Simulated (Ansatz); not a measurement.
Reaction (formal exchange of groups at the Se–P bond): `C[Se]P` + `C#N` → `C[Se]C#N` + PH₃

Calculated with Ansatz (gas phase, PBE0-D4/def2-TZVP geometries, no zero-point term in ΔE). CCSD(T)/CBS is the MP2 limit (def2-TZVPP, def2-QZVPP) plus CCSD(T) − MP2 in def2-TZVPP, frozen cores. This one scheme is used for every species. For Se outer-core shells are correlated without core-valence functions, which leaves a few kJ/mol of doubt a bond. Scalar relativity is left out up to krypton. Each species was taken in one conformer, which may not be the lowest.

| species | MP2/def2-QZVPP energy (Eh) |
| --- | --- |
| `C[Se]P` | -2782.38989 |
| `C#N` | -93.28144 |
| `C[Se]C#N` | -2532.97820 |
| PH₃ | -342.67677 |

Problem. Work out ΔE.

Solution. ΔE = (-2532.97820) + (-342.67677) − (-2782.38989) − (-93.28144) = 0.01636 Eh = +43.0 kJ/mol. CCSD(T)/CBS gives +45.2 kJ/mol.

Largest T1 diagnostic among the species: 0.014.

The D4 term adds +3.2 kJ/mol with B3LYP and +1.6 kJ/mol with PBE0; it sums over pairs of atoms, weighted by their polarisabilities, and B3LYP, whose exchange is more repulsive, gets the larger term. From BLYP to BHLYP (50 % exact exchange), in def2-TZVPP and without D4, ΔE moves by +6.5 kJ/mol. At CCSD(T), def2-SVP lies −13.4 kJ/mol from the extrapolated value and def2-TZVPP −9.0 kJ/mol.

B3LYP here is the variant with VWN-RPA as its local correlation; programs differ in this.
